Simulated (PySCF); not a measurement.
C₃H₉FSi, SMILES CCC[SiH2]F.

Geometry: PBE-D3(BJ)/def2-SVP. One conformer was computed; it need not be the lowest.

Computed with TDDFT-ωB97X/def2-SVPD run with PySCF.

Vertical excitations. Gas-phase values at a fixed geometry.

```
state  energy (eV)  λ (nm)      f                                                                    main pairs
-----  -----------  ------  -----  ----------------------------------------------------------------------------
S1            7.79     159  0.004                                                                HOMO→LUMO 85 %
S2            8.26     150  0.008                                                              HOMO−1→LUMO 78 %
S3            8.60     144  0.022                                            HOMO→LUMO+1 78 %, HOMO→LUMO+2 12 %
S4            9.18     135  0.025  HOMO−1→LUMO+1 44 %, HOMO−1→LUMO+2 13 %, HOMO−1→LUMO+4 13 %, HOMO→LUMO+6 10 %
S5            9.38     132  0.079                                            HOMO→LUMO+2 36 %, HOMO−2→LUMO 35 %
S6            9.41     132  0.051      HOMO−2→LUMO 33 %, HOMO→LUMO+2 25 %, HOMO−2→LUMO+1 6 %, HOMO−1→LUMO+1 5 %
S7            9.63     129  0.154     HOMO−1→LUMO+2 29 %, HOMO−1→LUMO+1 18 %, HOMO→LUMO+6 10 %, HOMO→LUMO+2 7 %
S8            9.65     129  0.008                                                              HOMO−3→LUMO 74 %
S9            9.76     127  0.077                          HOMO→LUMO+4 38 %, HOMO→LUMO+3 23 %, HOMO−4→LUMO 16 %
S10           9.95     125  0.032                          HOMO→LUMO+3 40 %, HOMO→LUMO+5 22 %, HOMO→LUMO+4 14 %
T1            7.45     166      0                                                                HOMO→LUMO 81 %
T2            7.82     159      0                                                              HOMO−1→LUMO 72 %
T3            8.30     149      0                                            HOMO→LUMO+1 69 %, HOMO→LUMO+2 16 %
T4            8.79     141      0                     HOMO−1→LUMO+1 42 %, HOMO−1→LUMO+4 25 %, HOMO−1→LUMO+2 7 %
```
Triplets are in the Tamm–Dancoff approximation, which puts them higher than full response would, so one can lie above its singlet here.
